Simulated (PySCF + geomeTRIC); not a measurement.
Species: C3H4O, SMILES `CC#CO` (charge 0, multiplicity 1).

Task: Give a relaxed geometry from M06-2X/def2-TZVP (PySCF + geomeTRIC).

Result: the end point of this relaxation (outside a Z-matrix the atoms follow the SMILES, hydrogens last).
Bond lengths (Å): C1–C2 1.461, C1–H5 1.090, C1–H6 1.090, C1–H7 1.090, C2–C3 1.196, C3–O4 1.314, O4–H8 0.964. Angles (°): C2–C1–H5 111.2, C2–C1–H6 110.7, C2–C1–H7 110.6, H5–C1–H6 108.2, H5–C1–H7 108.1, H6–C1–H7 107.9, C1–C2–C3 179.9, C2–C3–O4 176.9, C3–O4–H8 109.9.
